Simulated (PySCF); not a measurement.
Working out the ionisation energy of Ca²⁺

Ca²⁺ [Ar] (1S) → Ca³⁺ [Ne] 3s2 3p5 (2P). Calculation: PySCF 2.14, in Sapporo-DKH3-DZP-2012; the spin-free X2C one-electron Hamiltonian (Gaussian nucleus). Frozen: [Ne] 3s2. Energies in hartree (1 hartree = 27.21139 eV):

| part | Ca²⁺ (lower) | Ca³⁺ (upper) |
| --- | --- | --- |
| UHF | -679.007875 | -677.179490 |
| CCSD correlation | -0.162190 | -0.116140 |
| (T) | -0.000309 | -0.000123 |

Question: What does Hartree-Fock give?

Answer: (-677.179490) − (-679.007875) = 1.828385 hartree = 49.753 eV.

Question: What do CCSD and CCSD(T) give?

Answer: The CCSD correlation energies differ by 0.046050 hartree = 1.253 eV and the triples by 0.000186 hartree = 0.005 eV, so CCSD gives 51.006 eV and CCSD(T) 51.011 eV.

Reference: 50.913 eV (measured; NIST Atomic Spectra Database, ionization energies), between the lowest levels; spin-orbit coupling is absent from the calculation.

A double-zeta basis recovers only part of the correlation energy.

What remains against the reference includes basis incompleteness, the frozen core and higher excitations.
